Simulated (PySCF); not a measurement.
# Unknowns

Theoretical values (PySCF 2.14): NMR shieldings at PBE0/pcSseg-1/GIAO, coordinates at the GFN2-xTB level. One computed conformer, equivalent nuclei averaged, gas phase, no relativistic terms.

Chemical shifts δ = σref − σ; 1H (σ = 31.72 ppm), 13C (σ = 186.93 ppm) against TMS, all at this level. Splittings of carbon signals by F and P are missing where no couplings were computed. Where no couplings were computed, multiplicities follow the n + 1 count of equivalent neighbours, and m marks all less simple cases (inequivalent or close neighbours, rings, F or P nearby). Shifts are as computed. Against solution values, carbons near 30 ppm lie about +3 ppm off and those near 130 ppm about +5 ppm. Of 1211 compounds with measured shifts, 218 miss one by over three times the rms of a fit or turn the order of signals round; such compounds aren't used in these exercises.

Q: C7H7FO. 1H NMR (400 MHz, computed): δ 9.71 (s, 1H), 6.69 (m, 1H), 5.66 (m, 1H), 3.35 (m, 2H), 3.21 (m, 2H). 13C{1H} NMR (computed): δ 196.1, 165.1, 151.8, 145.3, 107.6, 32.6, 27.6. Give a structure.

A: SMILES O=CC1=CCC(F)=CC1. The formula gives 4 degrees of unsaturation (1 ring in the answer). 7 carbon signals for 7 carbons: no two carbons are equivalent. Carbon types of the structure: 2 × C, 3 × CH, 2 × CH2, which accounts for all hydrogens. δC 151.8: β carbon of a C=C–C=O unit; conjugation with the carbonyl draws π density from the β position. δC 145.3: α carbon of a C=C–C=O unit; an sp2 carbon of a C=C bond. δC 107.6: alkene CH; as expected for a trigonal carbon in a double bond. δH 9.71: hydrogen on an aldehyde carbonyl carbon; the C=O anisotropy and electron withdrawal place aldehyde protons far downfield.

The shifts were computed for this structure.

Q: C2H10Si4. 1H NMR (500 MHz, computed): δ 4.53 (m, 2H), 3.65 (d, 6H), 3.16 (m, 1H), 1.95 (t, 1H). 13C{1H} NMR (computed): δ 106.6, 84.7. What is it?

A: `C#C[SiH2][SiH]([SiH3])[SiH3]`. Rings plus π bonds: 2 (no ring in the answer). 2 carbon signals for 2 carbons: no two carbons are equivalent. Carbon types of the structure: 1 × C, 1 × CH, leaving 9 H on heteroatoms. δC 106.6: terminal alkyne carbon. δC 84.7: alkyne carbon; the triple bond shields along its axis, which puts it between sp3 and sp2 carbons. δH 4.53: hydrogen on a silicon bonded to C, Si. δH 1.95: hydrogen on a terminal alkyne carbon; it lies on the axis of the triple bond, in its shielding cone.

This is the structure that produced the data.
